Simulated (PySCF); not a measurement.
SMILES COC[SiH2]OC (C3H10O2Si) at its GFN2-xTB optimised geometry (Å):

```
16

C      2.7035    -1.8642    -0.0348
O      1.3124    -1.6804    -0.0313
C      0.9336    -0.3181     0.0000
Si    -0.9623    -0.3181     0.0000
O     -1.3238     1.2651     0.0000
C     -2.5894     1.8556     0.0038
H      3.1628    -1.4388     0.8673
H      3.1639    -1.3951    -0.9142
H      2.8815    -2.9378    -0.0610
H      1.3521     0.1655     0.8934
H      1.3526     0.2067    -0.8695
H     -1.4882    -0.9916    -1.1920
H     -1.4878    -0.9926     1.1920
H     -2.4583     2.9378    -0.0139
H     -3.1639     1.5460    -0.8716
H     -3.1453     1.5727     0.9001
```

Level of theory: CAM-B3LYP/def2-TZVP run with PySCF 2.14.0.

Map of the HOMO amplitude (bohr^(-3/2)) on the plane z = 0.6 Å; orbital energy -8.90 eV, overall sign arbitrary:

```
|3333333333333333333333333|
|3333333333333333333333333|
|3333333333333333333333333|
|3333333333333333333333333|
|3333333333333333333333333|
|3333333333333333333333333|
|3333333333333333333333333|
|3333222233333333333333333|
|3333222233333332333333333|
|3333222334333222223333333|
|3333223334332222222333333|
|3333333333332210122233333|
|3333333333322100122222333|
|3333333332222211222222233|
|3333333322233344322122233|
|3333333333333468530012233|
|3333333333333479630012233|
|3333333333333456431122233|
|3333333333333334332222333|
|3333333333333333332223333|
|3333333333333333333333333|
|3333333333333333333333333|
|3333333333333333333333333|
|3333333333333333333333333|
|3333333333333333333333333|
```
Scale: ten equal steps from -0.108 (start of '0') to 0.238 (end of '9'), in the order '0123456789'; x runs from -5.50 to 5.50, y from -5.50 (bottom) to 5.50 (top).
